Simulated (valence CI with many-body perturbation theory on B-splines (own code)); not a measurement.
Results of a calculation; reference values are marked as such.
## Ladder of approximations for Xe41+

Method: relativistic CI+MBPT: three valence electrons over a frozen Dirac-Fock core [Ne], a basis of 11 s, 11 p, 9 d, 7 f, 5 g, 2 h, 1 i functions for each j, with the one-electron correlation potential Σ1 (screened to all orders), the two-electron term Σ2, the three-electron term Σ3, Breit, model QED; selected single and double excitations, second order for the rest (own B-spline code, finite nucleus).

The last digits are not significant, and no measured levels were compared; by estimate large intervals hold to a few tenths of a per cent, small ones and those within an open d or f shell to about a per cent.

Each rung adds one term. CI alone is the Dirac-Coulomb CI over the frozen core; QED comes last and gives the full result, which names the levels. Energies are above (3s^2 3p1/2) J=1/2 on the same rung, in eV.

Levels are named by their leading jj configuration (3d3/2^4 stands for four electrons in 3d with j = 3/2), which in mixed levels can hold well under half, so a name can repeat and another be missing. Letters in brackets count levels of one name in rising energy.

```tsv
Level	CI alone
(3s^2 3p3/2) J=3/2	83.51
(3s 3p1/2^2) J=1/2	101.76
(3s 3p1/2 3p3/2) J=3/2 [a]	167.62
(3s 3p1/2 3p3/2) J=5/2	179.16
(3s 3p1/2 3p3/2) J=3/2 [b]	194.66
(3s 3p1/2 3p3/2) J=1/2	203.04
(3s^2 3d3/2) J=3/2	240.10
(3s^2 3d5/2) J=5/2	245.84
(3s 3p3/2^2) J=5/2	270.81
(3s 3p3/2^2) J=1/2	286.77
(3s 3p3/2^2) J=3/2	292.15
(3p1/2^2 3p3/2) J=3/2	298.56
(3s 3p1/2 3d3/2) J=3/2 [a]	312.68
(3s 3p1/2 3d3/2) J=5/2	320.49
(3s 3p1/2 3d3/2) J=1/2	338.08
(3s 3p1/2 3d3/2) J=3/2 [b]	339.35
```

Q: What do these energies become with core correlation, Breit and QED?

A: (3s^2 3p3/2) J=3/2 82.57 (-0.943); (3s 3p1/2^2) J=1/2 101.39 (-0.375); (3s 3p1/2 3p3/2) J=3/2 [a] 166.52 (-1.098); (3s 3p1/2 3p3/2) J=5/2 177.68 (-1.477); (3s 3p1/2 3p3/2) J=3/2 [b] 193.10 (-1.559); (3s 3p1/2 3p3/2) J=1/2 201.26 (-1.774); (3s^2 3d3/2) J=3/2 237.68 (-2.414); (3s^2 3d5/2) J=5/2 243.43 (-2.412); (3s 3p3/2^2) J=5/2 268.01 (-2.793); (3s 3p3/2^2) J=1/2 284.33 (-2.438); (3s 3p3/2^2) J=3/2 289.26 (-2.892); (3p1/2^2 3p3/2) J=3/2 296.50 (-2.056); (3s 3p1/2 3d3/2) J=3/2 [a] 310.43 (-2.252); (3s 3p1/2 3d3/2) J=5/2 317.98 (-2.506); (3s 3p1/2 3d3/2) J=1/2 335.43 (-2.655); (3s 3p1/2 3d3/2) J=3/2 [b] 336.57 (-2.787).

Q: How does the ionisation energy move along the ladder, and which term matters most?

A: CI alone 3071.8, + Σ1 3072.8, + Σ2 3072.6, + Σ3 3072.6, + Breit 3069.5, + QED 3069.5 eV. The largest step is Breit, -3.1 eV. NIST lists 3068 ± 4 eV (theoretical).
